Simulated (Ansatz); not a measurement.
Input file for Ansatz (a first-principles code): U-CCSD(T)/def2-SVP on H2SeZn (SMILES [ZnH][SeH]), a point of a bond scan (R = 1.621 Å). The run froze 23 orbitals, filled d shells among them.

Ansatz 0.2 input:
```yaml
crystal:
  periodic: [false, false, false]
  atoms:
    - {symbol: Zn, position_ang: [-0.70919421, -0.50984122, -0.82879930]}
    - {symbol: H, position_ang: [-1.61369366, -1.16459831, -1.88282235]}
    - {symbol: Se, position_ang: [0.65395606, 0.50525059, 0.74073403]}
    - {symbol: H, position_ang: [0.65511953, -0.84107855, 1.64395537]}
basis:
  gaussian:
    orbitals: def2-SVP
correlation: {method: ccsd_t, electrons: outside_noble_gas}
scf: {omitted_lower_state_checks: [cluster_reference]}
magnetization: {spin_polarized: true, initial_magnetization: 0}
```

Program output:

```
WARN ansatz: RAYON_NUM_THREADS=1 ignored (pool sized by the plan → 1); use --threads N
Functional definition: HF
these checks for a lower state are left out or cut short: cluster_reference
integrals: 0.08 GiB planned
709 factors; integrals over basis functions are off by at most 9.1e-4 eV
mean field: 0.39 GiB planned
mean field evaluation 1: about -113695.9185 eV, gradient 1.0e1 eV
mean field evaluation 2: about -113695.9417 eV, gradient 1.0e1 eV
mean field evaluation 4: about -113696.8565 eV, gradient 1.5e0 eV
mean field evaluation 8: about -113696.8739 eV, gradient 1.6e-1 eV
mean field -113696.87410023 eV, -4178.2830566743 hartree, gradient 4.2e-6 eV, S^2 0.000000; 0 other end points of the search recorded, 0 dependent functions left out
23 core orbitals not correlated
reference -113696.87410023 eV, -4178.2830566743 hartree; 10, 10 occupied and 40, 40 virtual orbitals, 709 factors
second order -11.64688582 eV of doubles, -0.00000000 eV of singles
coupled cluster: 0.18 GiB planned
cycle   1  -11.25497311 eV  change    3.9e-1 eV  update   8.9e-2
cycle   2  -11.60897441 eV  change   -3.5e-1 eV  update   3.3e-2
cycle   3  -11.68069082 eV  change   -7.2e-2 eV  update   1.5e-2
cycle   4  -11.67663792 eV  change    4.1e-3 eV  update   3.9e-3
cycle   5  -11.67557719 eV  change    1.1e-3 eV  update   1.7e-3
cycle   6  -11.67540177 eV  change    1.8e-4 eV  update   4.4e-4
cycle   7  -11.67523853 eV  change    1.6e-4 eV  update   1.5e-4
cycle   8  -11.67521660 eV  change    2.2e-5 eV  update   5.3e-5
cycle   9  -11.67523187 eV  change   -1.5e-5 eV  update   1.8e-5
perturbative correction -0.32651072 eV, -0.0119990476 hartree
Total energy: -113708.87584282 eV, -4178.7241125795 hartree
Checks for a lower state left out: cluster_reference
```

The calculation finished and met its thresholds.

Cost: very roughly 2.3 core-seconds.
